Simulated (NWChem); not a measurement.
# Polarisability of H₃ClSi

SMILES: Cl[SiH3]
```xyz
5

Si     0.0279    -0.9965     0.0000
Cl    -0.0303     1.0818     0.0000
H      0.7444    -1.4600     1.2180
H      0.7444    -1.4600    -1.2180
H     -1.3644    -1.5191     0.0000
```
Charge 0, spin multiplicity 1.

All runs are NWChem calculations. Structure: optimised with B3LYP/def2-SVP, a minimum by its harmonic frequencies.

Basis set: def2-SVPD. The field's frequency is 0.0773 Ha (589 nm).

The correlated methods keep 10 core orbitals frozen. B3LYP has NWChem's definition, with VWN1-RPA local correlation. The structure started from a generated list of species. Coupled-cluster values serve here as a point of comparison, not as the truth.

Q: For the isotropic polarisability, PBE gives 45.54 bohr³ and HF gives 40.83 bohr³. What do B3LYP, PBE0, CCSD linear response give?

A: B3LYP: 44.25 bohr³; PBE0: 43.87 bohr³; CCSD linear response: 43.35 bohr³.
